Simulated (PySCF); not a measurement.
A structure optimised at PBE-D3(BJ)/def2-SVP, used in a PySCF frequency run:

```xyz
10

In    -0.0022    -0.6203     0.0000
O      1.3619    -2.1027     0.0000
H      0.8996    -2.9642     0.0000
O     -2.0204    -0.7326     0.0000
H     -2.2975    -1.6701     0.0000
O      0.7885     1.2234     0.0000
Si     0.0645     2.7327     0.0000
H     -0.7990     2.9502     1.2192
H      1.1590     3.7652     0.0000
H     -0.7990     2.9502    -1.2192
```

**Question.** Write its SMILES, formula and point group.

**Answer.** [OH][In]([OH])[O][SiH3], H5InO3Si, Cs

**Question.** What are its rotational constants (standard atomic weights)?

**Answer.** 4.3269, 1.2556, 0.98456 GHz
